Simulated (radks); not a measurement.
Values are calculated unless marked as measured or tabulated.
Question: These are the eigenvalues of the occupied orbitals of an atom or ion with whole-number occupations (hartree). Code: a radial shooting solver on a logarithmic mesh with Libxc functionals. Model: scalar-relativistic Kohn-Sham, PBE, spin-unpolarised, spherical densities, finite nucleus; Fermi nuclear charge, rms radius of each element as measured or else 0.836 A^(1/3) + 0.57 fm.

| orbital | eigenvalue |
|---|---|
| 1s | -236.4673 |
| 2s | -27.51957 |
| 2p | -23.33971 |
| 3s | -3.34044 |
| 3p | -2.19121 |
| 3d | -0.43022 |
| 4s | -0.32176 |
| 4d | -0.02617 |

Which element is it, and in what charge state? The configuration may be excited.

Answer: Z = 25, manganese, charge 0: Mn in [Ar] 3d5 4s1 4d1. The list shows which subshells hold electrons but not how many an open one holds; the 1s level, -236.47 hartree, gives Z - s = 21.7 by -(Z - s)^2/2, which with screening and relativity narrows Z to a few neighbours, and the depths of the outer levels then fix element, charge and occupations together.
